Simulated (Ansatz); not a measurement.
C3H10Si2, SMILES `C=C[SiH2][SiH2]C` from Hartree–Fock to CCSD(T)

Z-matrix (Å, degrees):
```
Si
C 1 1.864
Si 1 2.344 2 110.5
H 1 1.490 2 108.7 3 -121.6
H 1 1.492 2 109.7 3 120.0
C 2 1.330 1 123.8 3 112.3
H 2 1.090 1 118.3 3 -66.1
C 3 1.878 1 111.2 2 54.7
H 3 1.491 1 108.8 2 -66.4
H 3 1.492 1 109.5 2 176.5
H 6 1.086 2 121.7 1 1.8
H 6 1.087 2 122.2 1 -178.5
H 8 1.092 3 110.8 1 -179.7
H 8 1.092 3 110.8 1 60.2
H 8 1.092 3 110.7 1 -59.8
```

Total charge 0; spin multiplicity 1. Geometry: relaxed with PBE0-D4/def2-TZVP. It is one conformer, not always the lowest. Frozen core, restricted reference, the Gaussian-basis code of Ansatz. CBS rows extrapolate triple and quadruple zeta; past MP2 they add the triple-zeta difference.

```json
{"basis": "def2-TZVPP", "HF (Eh)": "-697.34230", "MP2 corr.": "?", "CCSD corr.": "?", "(T)": "-0.03392", "CCSD(T) total": "?"}
{"basis": "def2-QZVPP", "HF (Eh)": "?", "MP2 corr.": "-0.80566", "CCSD corr.": "–", "(T)": "–", "CCSD(T) total": "–"}
{"basis": "CBS(def2)", "HF (Eh)": "-697.36884", "MP2 corr.": "?", "CCSD corr.": "-0.91396", "(T)": "as TZ", "CCSD(T) total": "?"}
```

**Question.** Fill in the withheld values. (An estimate is asked.)

**Answer.** Ansatz gave: def2-TZVPP MP2 corr.: -0.75561; def2-TZVPP CCSD corr.: -0.82684; def2-TZVPP CCSD(T) total: -698.20306; def2-QZVPP HF (Eh): -697.36562; CBS(def2) MP2 corr.: -0.84273; CBS(def2) CCSD(T) total: -698.31672.
